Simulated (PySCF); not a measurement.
Si(NMe2)(SiH3) (C2H9NSi2), SMILES CN(C)[Si][SiH3] (connectivity only; charge and spin as stated), neutral, multiplicity 1.

Geometry optimised at ωB97X-D3(BJ)/def2-SVP. One conformer was computed; it need not be the lowest.

Vertical ionisation energy (IE) and electron affinity (EA) in eV. Rows of orbital energies are one-electron estimates. Where ΔSCF, EOM or ADC give a negative EA the extra electron is unbound and the value depends on the basis.

```json
[
 {"level": "−ε(HOMO), −ε(LUMO), ωB97X/def2-TZVP (PySCF)", "IE": "8.06", "EA": "-0.08"},
 {"level": "−ε(HOMO), −ε(LUMO), PBE/def2-TZVP (PySCF)", "IE": "…", "EA": "…"}
]
```

Q: What belongs in the gaps? (Estimate from the structure and the level; the computed values follow.)

A: 
- −ε(HOMO), −ε(LUMO), PBE/def2-TZVP (PySCF), IE: 4.89
- −ε(HOMO), −ε(LUMO), PBE/def2-TZVP (PySCF), EA: 2.70
